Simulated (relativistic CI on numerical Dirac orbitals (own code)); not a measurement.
**Magnetism of Er²⁺, 4f12, in a crystal field**

Calculated by Dirac-Coulomb-Breit CI, separate exchange-only KLI orbitals for each configuration, a model potential for QED, valence Slater integrals scaled by 0.85, one configuration in a parametric crystal field (own radial code).

Field parameters in Wybourne normalisation; cubic f-shell fields have B⁴₄ = √(5/14) B⁴₀ and B⁶₄ = −√(7/2) B⁶₀. The field is a parameter set, without covalency.

S is read from ⟨S²⟩ = S(S + 1).

Powder χT (cm³ K mol⁻¹) by Van Vleck's formula, with temperature-independent terms:

| Field | 2 K | 5 K | 10 K | 20 K | 50 K | 100 K | 200 K | 300 K |
| --- | --- | --- | --- | --- | --- | --- | --- | --- |
| C2v, B20 = 440, B22 = -80, B40 = -490, B42 = 250, B44 = 430, B60 = -240, B62 = 50, B64 = 290, B66 = -200 cm⁻¹ | 3.99 | 4.55 | 4.97 | 5.58 | 6.29 | 6.65 | 6.96 | 7.06 |
| C2v, B20 = 370, B22 = 220, B40 = 180, B42 = 80, B44 = 40, B60 = 230, B62 = 110, B64 = -140, B66 = 140 cm⁻¹ | 5.28 | 6.25 | 6.41 | 6.47 | 6.71 | 6.94 | 7.07 | 7.11 |
| D3h, B20 = 160, B40 = -270, B60 = -100, B66 = 10 cm⁻¹ | 1.41 | 3.37 | 5.15 | 6.19 | 6.88 | 7.07 | 7.13 | 7.14 |
| D4h, B20 = -590, B40 = 150, B44 = 880, B60 = 310, B64 = -270 cm⁻¹ | 1.19 | 2.85 | 4.46 | 5.49 | 6.28 | 6.71 | 6.97 | 7.05 |
| D4h, B20 = 800, B40 = -450, B44 = -150, B60 = -80, B64 = -180 cm⁻¹ | 0.922 | 2.29 | 4.1 | 5.55 | 6.41 | 6.78 | 7.01 | 7.08 |
| Oh, B40 = -520, B60 = 230 cm⁻¹ | 0.344 | 0.859 | 1.72 | 3.32 | 5.69 | 6.61 | 6.99 | 7.08 |

Question: For D4h, B20 = -590, B40 = 150, B44 = 880, B60 = 310, B64 = -270 cm⁻¹: what effective moment follows at 300 K?

Answer: μ_eff = √(8χT) = 7.51 μB. The LS value g√(J(J + 1)) of the free ion's 3H_6 level is 7.56 μB.
